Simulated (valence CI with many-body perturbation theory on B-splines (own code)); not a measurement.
## Tm48+: one-electron terms

Computed by relativistic CI+MBPT: three valence electrons over a frozen Dirac-Fock core [Ar], a basis of 9 s, 9 p, 10 d, 8 f, 5 g, 3 h, 1 i functions for each j, with the one-electron correlation potential Σ1, the two-electron term Σ2, the three-electron term Σ3, Breit, model QED; selected CI, second order for the rest (own B-spline code, finite nucleus).

The last digits are not significant, and no measured levels were compared; by estimate large intervals hold to a few tenths of a per cent, small ones and those within an open d or f shell to about a per cent. Only levels of the ground parity were solved; by the run's estimate the other parity begins above the list, which can be wrong where configurations are misplaced.

These are the spectroscopic orbitals of the CI (the correlating ones are not listed), shaped by the core and the other valence electrons. h is the expectation value of the core's Dirac-Fock operator, without the valence repulsion; Σ1 is computed up to l = 3 at one energy for each symmetry, that of its lowest orbital but kept below the first core excitation, so for empty shells it is not the orbital's own correlation shift; Breit and QED include the response of the core.

| Orbital | h (hartree) | Σ1 (cm⁻¹) | Breit (cm⁻¹) | QED (cm⁻¹) | ⟨r⟩ (bohr) |
| --- | --- | --- | --- | --- | --- |
| 4s1/2 | -98.056 | -8332 | 12577 | 9621 | 0.4011 |
| 5s1/2 | -60.255 | -3203 | 6033 | 4714 | 0.6512 |
| 6s1/2 | -40.779 | -1610 | 3304 | 2633 | 0.9636 |
| 4p1/2 | -95.265 | -11211 | 20160 | 204 | 0.3943 |
| 5p1/2 | -58.87 | -4041 | 9872 | 111 | 0.6482 |
| 6p1/2 | -39.997 | -1986 | 5472 | 65.0 | 0.9644 |
| 4p3/2 | -91.853 | -10450 | 11971 | 1107 | 0.4102 |
| 5p3/2 | -57.208 | -3924 | 5905 | 558 | 0.6679 |
| 6p3/2 | -39.063 | -1958 | 3559 | 317 | 0.9880 |
| 3d3/2 | -163.94 | -22141 | 24888 | -1813 | 0.1800 |
| 4d3/2 | -87.954 | -10985 | 9492 | -527 | 0.3870 |
| 5d3/2 | -55.331 | -4195 | 4622 | -240 | 0.6521 |
| 3d5/2 | -161.84 | -20322 | 13184 | -617 | 0.1835 |
| 4d5/2 | -87.169 | -10444 | 5012 | -104 | 0.3913 |
| 5d5/2 | -54.939 | -3946 | 2409 | -31.9 | 0.6573 |
| 4f5/2 | -83.674 | -28286 | 1416 | -379 | 0.3471 |
| 5f5/2 | -53.327 | -10912 | 613 | -177 | 0.6189 |
| 4f7/2 | -83.387 | -22799 | -33.3 | -199 | 0.3491 |
| 5f7/2 | -53.174 | -8818 | 40.9 | -84.5 | 0.6212 |
| 5g7/2 | -52.241 |  | 129 | -53.7 | 0.5547 |
| 5g9/2 | -52.168 |  | -44.7 | -7.7 | 0.5560 |

Among the shells of the start configuration 3d3, Σ1 is largest in size for 3d3/2, where it is 0.062 % of h.

Lowest root of each symmetry, sizes in configuration state functions:

```
   J  Parity  Roots  Reference  Variational  Second order  Change by selected CI (cm⁻¹)  Change by second order (cm⁻¹)
 1/2    even      2         43         3446           770                         -6289                             -1
 3/2    even      5         71         6403          5122                         -6114                             -1
 5/2    even      5         79         7784         10570                         -4459                             -1
 7/2    even      3         66         7639          2036                         -5511                             -1
 9/2    even      3         49         6828          1831                         -5678                             -1
11/2    even      1         25         4719          2149                         -5993                             -2
```
